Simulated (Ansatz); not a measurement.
Si nanocrystals, cubic, H-capped: PBE-D4/def2-SVP single points in Ansatz on relaxed structures, gas phase. Binding counts from free atoms in the multiplicity of their measured ground term, without zero-point energy. A dash marks a value that wasn't run or was left out as unsound. The structures are stationary points that may keep the symmetry of their start. Remarks come from the PBE and PBE0 runs and from stability tests at other levels; not every state was tested. HOMO above LUMO (over both spins in singlets and doublets, within one spin in higher multiplets; at PBE or PBE0), or a gap under 0.15 eV within one spin, warns that the state may not be the lowest or that an electron is smeared out.

```
      species  atoms    state            geometry  HOMO (eV)  LUMO (eV)  gap (eV)  vertical triplet (eV)  binding per atom (eV)  point group (within 0.1 Å)                                                 remarks
      Si13H20     33  singlet     PBE-D4/def2-SVP      -6.43      -1.86      4.57                      –                   3.20                          Cs  gap within one spin near zero at PBE or PBE0 (triplet)
      Si14H20     34  singlet     PBE-D4/def2-SVP      -6.34      -1.91      4.42                      –                   3.25                         D3d  gap within one spin near zero at PBE or PBE0 (triplet)
      Si19H28     47  singlet     PBE-D4/def2-SVP      -6.22      -2.03      4.19                      –                   3.24                         C3v  gap within one spin near zero at PBE or PBE0 (triplet)
      Si22H28     50  singlet     PBE-D4/def2-SVP      -6.16      -2.08      4.07                   4.00                   3.33                         C3v  gap within one spin near zero at PBE or PBE0 (triplet)
      Si31H36     67  singlet     PBE-D4/def2-SVP      -6.13      -2.35      3.78                   3.73                   3.40                           –  gap within one spin near zero at PBE or PBE0 (triplet)
      Si32H36     68  singlet     PBE-D4/def2-SVP      -6.12      -2.40      3.71                      –                   3.42                           –  gap within one spin near zero at PBE or PBE0 (triplet)
      Si35H36     71  singlet  r2SCAN-D4/def2-SVP      -6.08      -2.40      3.67                      –                   3.48                          Td  gap within one spin near zero at PBE or PBE0 (triplet)
Si43H56, disc     99  singlet     PBE-D4/def2-SVP      -6.01      -2.44      3.56                   3.50                   3.32                           –  gap within one spin near zero at PBE or PBE0 (triplet)
      Si47H50     97  singlet  r2SCAN-D4/def2-SVP      -5.81      -2.55      3.25                   3.21                   3.47                           –  gap within one spin near zero at PBE or PBE0 (triplet)
      Si50H52    102  singlet     PBE-D4/def2-SVP      -5.82      -2.62      3.20                   3.16                   3.48                           –  gap within one spin near zero at PBE or PBE0 (triplet)
```

Estimate the rows for Si17H24 (singlet, PBE-D4/def2-SVP geometry); Si20H28 (singlet, PBE-D4/def2-SVP geometry); Si20H30 (singlet, PBE-D4/def2-SVP geometry); Si51H52 (singlet, r2SCAN-D4/def2-SVP geometry).


```tsv
species	atoms	state	geometry	HOMO (eV)	LUMO (eV)	gap (eV)	vertical triplet (eV)	binding per atom (eV)	point group (within 0.1 Å)	remarks
Si17H24	41	singlet	PBE-D4/def2-SVP	-6.20	-2.01	4.19	–	3.26	–	gap within one spin near zero at PBE or PBE0 (triplet)
Si20H28	48	singlet	PBE-D4/def2-SVP	-6.18	-2.10	4.07	3.99	3.27	C2	gap within one spin near zero at PBE or PBE0 (triplet)
Si20H30	50	singlet	PBE-D4/def2-SVP	-6.31	-2.18	4.14	4.08	3.22	D3d	gap within one spin near zero at PBE or PBE0 (triplet)
Si51H52	103	singlet	r2SCAN-D4/def2-SVP	-5.80	-2.61	3.19	3.14	3.50	–	gap within one spin near zero at PBE or PBE0 (triplet)
```

The gap (eV) runs from 3.19 (Si51H52) to 4.57 (Si13H20). The vertical triplet (eV) runs from 3.14 (Si51H52) to 4.08 (Si20H30). The binding per atom (eV) runs from 3.20 (Si13H20) to 3.50 (Si51H52).
